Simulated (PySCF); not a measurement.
Isomers of C5H6O3, one GFN2-xTB conformer each. Single-point energies are computed at PBE0/pcSseg-1 (PySCF, gas phase, no added dispersion term), electronic only.

```csv
SMILES,GFN2-xTB relative energy (kJ/mol)
C=CO/C=C\C(=O)O,84.2
O=C1C=C(CO)CO1,0.0
```

Conformers: `[CH2:1]=[CH:2][O:3]/[CH:4]=[CH:5]\[C:6](=[O:7])[OH:8]` with C1–C2–O3–C4 180°, C2–O3–C4–C5 180°, C4–C5–C6–O7 0°, C5–C6–O8–H 180°; `[O:1]=[C:2]1[CH:3]=[C:4]([CH2:5][OH:6])[CH2:7][O:8]1` with C3–C4–C5–O6 -136°, C4–C5–O6–H 67°.

Problem. What does PBE0/pcSseg-1 give for the same structures?

Solution. 
| SMILES | PBE0/pcSseg-1 E (Eh) | PBE0/pcSseg-1 (kJ/mol) | GFN2-xTB (kJ/mol) | point group |
| --- | --- | --- | --- | --- |
| O=C1C=C(CO)CO1 | -419.29170 | 0.0 | 0.0 | C1 |
| C=CO/C=C\C(=O)O | -419.26473 | 70.8 | 84.2 | Cs |

Both levels put the same isomer lowest. 

Problem. Which frontier levels, dipoles and rotational constants go with these structures?

Solution. 
| SMILES | HOMO (eV, PBE0/pcSseg-1) | LUMO (eV) | dipole (D) | A, B, C (MHz) |
| --- | --- | --- | --- | --- |
| O=C1C=C(CO)CO1 | -7.97 | -1.46 | 4.51 | 5987, 1243, 1080 |
| C=CO/C=C\C(=O)O | -6.90 | -1.12 | 2.82 | 6377, 996.7, 861.9 |
